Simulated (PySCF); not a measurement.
Stepwise substitution at one centre (B Br-OH). Isolated molecules, 0 K electronic values unless said otherwise. One relaxed conformer stands for each flexible species; it need not be the lowest. Strings in code marks are SMILES.

The HOMO–LUMO gap from two functionals at the same geometries (PBE0-D3(BJ)/def2-TZVP), both in PySCF: PBE-D3(BJ)/def2-TZVP and ωB97X-D3(BJ)/def2-TZVP. 

```json
[
 {"species": "0 of 3 Br replaced by OH (`BrB(Br)Br`)", "PBE-D3(BJ)/def2-TZVP (eV)": "4.09", "ωB97X-D3(BJ)/def2-TZVP (eV)": "10.71"},
 {"species": "1 of 3 Br replaced by OH", "PBE-D3(BJ)/def2-TZVP (eV)": "5.38", "ωB97X-D3(BJ)/def2-TZVP (eV)": "12.24"},
 {"species": "2 of 3 Br replaced by OH (`OB(O)Br` (H–O–B–Br torsion -180°, Br–B–O–H torsion 180°))", "PBE-D3(BJ)/def2-TZVP (eV)": "5.79", "ωB97X-D3(BJ)/def2-TZVP (eV)": "12.28"},
 {"species": "3 of 3 Br replaced by OH", "PBE-D3(BJ)/def2-TZVP (eV)": "7.30", "ωB97X-D3(BJ)/def2-TZVP (eV)": "14.36"}
]
```

Over these rows, drawn at random from the members with no instability flagged (it was tested for open shells, ions and some series alone), PBE minus ωB97X-D3(BJ): mean -6.76 eV, from -7.06 eV to -6.50 eV.
